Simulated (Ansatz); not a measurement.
`[OH][Ge]([F])([Cl])[Cl]` and `[CH3][Ge]([OH])([F])[Cl]` differ in one atom or group.

Ansatz, PBE0-D4/def2-TZVP geometries, multiplicity 1. Each molecule was computed in one conformer, which needn't be the lowest.

Scalar relativity is left out up to krypton.

```tsv
property	`[OH][Ge]([F])([Cl])[Cl]`
size of the dipole moment (PBE/def2-TZVPP) / D	1.52
LUMO energy (ωB97M-V/def2-TZVPP) / eV	0.63
LUMO energy (PBE/def2-TZVPP) / eV	-2.49
size of the dipole moment (B3LYP/def2-TZVPP) / D	1.56
HOMO energy (PBE/def2-TZVPP) / eV	-8.24
HOMO energy (B3LYP/def2-TZVPP) / eV	-9.49
```

Q: What does the change do to each property? (Estimate.)

A: Computed: 
| property | `[CH3][Ge]([OH])([F])[Cl]` | shift |
| --- | --- | --- |
| size of the dipole moment (PBE/def2-TZVPP) / D | 1.71 | 0.19 |
| LUMO energy (ωB97M-V/def2-TZVPP) / eV | 1.70 | 1.07 |
| LUMO energy (PBE/def2-TZVPP) / eV | -1.15 | 1.34 |
| size of the dipole moment (B3LYP/def2-TZVPP) / D | 1.75 | 0.19 |
| HOMO energy (PBE/def2-TZVPP) / eV | -7.65 | 0.59 |
| HOMO energy (B3LYP/def2-TZVPP) / eV | -8.95 | 0.54 |

With PBE0 the HOMO rises by 0.56 eV and the LUMO rises by 1.33 eV, so the gap widens by about 0.77 eV. PBE moves the HOMO by 0.59 eV and ωB97M-V by 0.52 eV. The zero-point energy changes by 93.1 kJ/mol with +9 modes. Dipoles are sizes alone; their direction can turn.

B3LYP here is the variant with VWN-RPA as its local correlation; programs differ in this.
